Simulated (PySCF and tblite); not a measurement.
Results of a calculation; reference values are marked as such.
C8H12ClF, numbered as in [CH3:1][C@@H:2]1[CH2:3][CH2:4][CH2:5][C@H:6]([Cl:7])/[C:8]1=[CH:9]/[F:10].

Conformers came from 60 starts (ETKDG and KDG, MMFF94s, GFN2-xTB); geometries are GFN2-xTB. Free energies are B3LYP-D3(BJ)/def2-SVP (IEF-PCM, acetonitrile) single points with GFN2-xTB rigid-rotor and vibrational terms (modes under about 100 cm⁻¹ blended into free rotors). Symmetry numbers and mirror images are counted. Conformers within 2.5 kcal/mol (GFN2-xTB free energy) were kept, 2 at most. Of two unlike H on one atom, a is the less shielded (B97-2/pcSseg-1 (IEF-PCM, acetonitrile)). (PySCF 2.14, tblite 0.8.)

An NOE distance is ⟨r⁻⁶⟩^(−1/6) over all pairs of like atoms and, for the average, over conformers.

The 6-ring runs over atoms 2–3–4–5–6–8.

| conformer | shape | weight % |
| --- | --- | --- |
| 1 | 6-ring chair (C1, Cl7 axial) | 99.5 |
| 2 | 6-ring chair (all substituents equatorial) | 0.5 |

Q: Which H–H contacts under 3.5 Å would NOEs report (pairs on one atom left out) at 298.15 K?

A: 
```csv
pair,in 1 (Å),in 2 (Å),average (Å)
H6 ··· H9,2.36,3.53,2.36
H2 ··· H3b,2.38,2.49,2.38
H5b ··· H6,2.42,2.49,2.42
H3b ··· H4b,2.47,2.46,2.47
H3a ··· H4b,2.48,3.05,2.48
H4b ··· H5a,2.48,3.06,2.48
H3b ··· H5b,2.49,4.29,2.49
H4a ··· H5a,2.49,2.47,2.49
H4b ··· H5b,2.49,2.47,2.49
H3a ··· H4a,2.50,2.47,2.50
H5a ··· H6,2.52,3.05,2.52
H2 ··· H3a,2.53,3.05,2.54
H1 ··· H2,2.57,2.58,2.57
H1 ··· H4a,2.68,5.01,2.68
H1 ··· H3a,2.79,2.91,2.79
H3b ··· H4a,3.05,2.50,3.05
H4a ··· H5b,3.05,2.50,3.05
```

Longer pairs under the limit may be missing.
